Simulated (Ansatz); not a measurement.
A made-up structure of CH₃OTe (charge -1), singlet:

```
atom    x (Å)    y (Å)    z (Å)
  C1  -0.3540   0.4966  -0.2868
 Te2   0.1029  -0.8524   1.3524
  O3   1.5371  -1.7990   0.6026
  H4  -0.6215  -0.0904  -1.1667
  H5   2.3335  -2.3526   0.5878
  H6  -1.1906   1.1406  -0.0003
```

It is relaxed with PBE-D4/def2-SVPD and then PBE0-D4/def2-TZVPD (Ansatz 0.2.0). Atoms count as bonded within 1.22 times the sum of their covalent radii (H–H: 0.88 Å). The end point is not checked to be a true minimum.

(1) Does its bonding change? (A judgement: the text doesn't fix the answer.)

Answers

(1) By the calculation: No: no bond forms or breaks.

Where it ends: The first stage lowers the energy by 2.23 eV in 15 steps. It ends as CH₃OTe ([CH2][Te][OH]), total charge -1:
```csv
atom,x (Å),y (Å),z (Å)
C1,-0.7224,0.1938,-0.1569
Te2,-0.0276,-0.9836,1.2802
O3,2.0204,-1.4901,0.9535
H4,-0.9920,-0.2372,-1.1177
H5,1.9789,-2.1862,0.2921
H6,-0.4500,1.2461,-0.1623
```

Labels in which every atom is bracketed show which atoms are joined, not bond orders.

For scale, one of the runs: PBE0-D4/def2-TZVPD relaxation, 163 basis functions, launched by `ansatz run in.yaml --threads 2 --pin off --events-out ev --progress --plain --max-ram 4352MiB`. Hardware: 2 CPU threads of an Arm Neoverse V1, shared host. Wall time about 38 s.
